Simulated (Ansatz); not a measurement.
Reaction (ligand exchange at a B–O bond): `OB(Br)Br` + NH₃ → `NB(Br)Br` + H₂O

Program: Ansatz. Geometries: PBE0-D4/def2-TZVP. ΔE: electronic, gas phase. CCSD(T)/CBS is the MP2 limit (def2-TZVPP, def2-QZVPP) plus CCSD(T) − MP2 in def2-TZVPP, frozen cores. This one scheme is used for every species. Functionals use def2-TZVPP. B3LYP here is the variant with VWN-RPA as its local correlation; programs differ in this. For Br outer-core shells are correlated without core-valence functions, which leaves a few kJ/mol of doubt a bond. Scalar relativity is left out up to krypton. Each species was taken in one conformer, which may not be the lowest.

`OB(Br)Br`:

```xyz
5

O    -0.895   -0.152   -0.657
B     0.153    0.228    0.081
Br    0.607    2.079    0.141
Br    1.194   -1.054    1.071
H    -1.059   -1.101   -0.635
```

NH₃:

Cartesian coordinates in Å:
```
N -0.152 -0.174 0.162
H 0.796 -0.508 0.035
H -0.556 -0.071 -0.761
H -0.089 0.753 0.564
```

`NB(Br)Br`:

Z-matrix (Å, degrees):
```
N
B 1 1.381
H 1 1.006 2 122.4
H 1 1.006 2 122.4 3 -180.0
Br 2 1.922 1 120.1 3 180.0
Br 2 1.922 1 120.1 3 -0.0
```

H₂O:

Z-matrix (Å, degrees):
```
O
H 1 0.960
H 1 0.960 2 105.1
```

```
             level  ΔE (eV)
        r2SCAN0-D4     0.04
             B3LYP     0.07
    MP2/def2-TZVPP     0.01
CCSD(T)/def2-TZVPP     0.04
```

What does CCSD(T)/CBS give? (An estimate is asked.)

The calculation gave: +0.01 eV. The listed levels differ from it by 0.03, 0.06, 0.00, 0.03 eV.

Largest T1 diagnostic among the species: 0.009.

In def2-TZVPP, CCSD(T) changes the Hartree–Fock value by −0.04 eV (the triples alone add +0.00 eV) and MP2 by −0.06 eV. At CCSD(T), def2-SVP lies +0.11 eV from the extrapolated value and def2-TZVPP +0.03 eV. Leaving LDA and LC-ωPBE aside and taking each functional with its dispersion term where it has one, the values, not all of them listed here, spread over 0.10 eV, from PBE0-D4 to B97M-V. LDA lies −0.04 eV from PBE without D4.
